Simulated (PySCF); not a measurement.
## NMR problem set

- σ from GIAO-PBE0/pcSseg-1
- GFN2-xTB geometry
- code: PySCF 2.14
- averaged over atoms made equivalent by symmetry, fast rotation or ring inversion, in vacuum, no relativistic terms, single conformer

Referencing at the same level of theory: ¹H (σ = 31.72 ppm) and ¹³C (σ = 186.93 ppm) vs TMS. Splittings of carbon signals by F and P are missing where no couplings were computed. Where no couplings were computed, multiplicities follow the n + 1 count of equivalent neighbours, and m marks all less simple cases (inequivalent or close neighbours, rings, F or P nearby). Shifts are as computed. Against solution values, carbons near 30 ppm lie about +3 ppm off and those near 130 ppm about +5 ppm. Of 1211 compounds with measured shifts, 218 miss one by over three times the rms of a fit or turn the order of signals round; such compounds aren't used in these exercises. OH and NH positions are gas-phase values without hydrogen bonding to other molecules.

(1) C$_{5}$H$_{9}$NO. ¹H NMR (400 MHz, computed): δ 4.02 (m, 2H), 3.74 (m, 2H), 3.50 (m, 1H), 2.00 (s, 3H), 0.16 (br s, 1H). ¹³C{¹H} NMR (computed): δ 210.0, 51.1, 44.8, 29.7. What is it?

(2) C$_{6}$H$_{6}$F$_{2}$. ¹H NMR (400 MHz, computed): δ 6.37 (m, 1H), 6.10 (m, 1H), 6.01 (m, 1H), 5.91 (m, 1H), 2.98 (m, 1H), 2.96 (m, 1H). ¹³C{¹H} NMR (computed): δ 171.2, 134.2, 131.9, 109.7, 88.0, 31.6. What is it?

Answers

(1) `CC(=O)C1CNC1`. The formula gives 2 degrees of unsaturation (1 ring in the answer). 4 carbon signals for 5 carbons: some carbons are equivalent by symmetry or fast rotation. Carbon types of the structure: 1 × C, 1 × CH, 2 × CH2, 1 × CH3, leaving 1 H on heteroatoms. δC 210.0: ketone carbonyl carbon; low-lying n→π* states of the double bond to the heteroatom give a large paramagnetic term (-271 ppm). δC 51.1: sp3 CH2 bonded to N; the inductive effect lowers its shielding. δC 44.8: sp3 CH α to a carbonyl; the adjacent C=O deshields it moderately. δH 0.16: hydrogen on an amine nitrogen; exchangeable; this is the value without hydrogen bonding to other molecules.

The shifts were computed for this structure.

(2) SMILES FC1=C[C@@H](F)C=CC1. The formula gives 3 degrees of unsaturation (1 ring in the answer). 6 carbon signals for 6 carbons: no two carbons are equivalent. Carbon types of the structure: 1 × C, 4 × CH, 1 × CH2, which accounts for all hydrogens. δC 171.2: fully substituted alkene carbon. δC 134.2, 131.9, 109.7: alkene CH; as expected for a trigonal carbon in a double bond. δC 88.0: allylic sp3 CH bonded to F; pulled downfield by the heteroatom. δH 6.37, 6.10, 5.91: hydrogen on an alkene CH; a vinylic proton, deshielded by the sp2 carbon and the C=C anisotropy.

The shifts were computed for this structure.
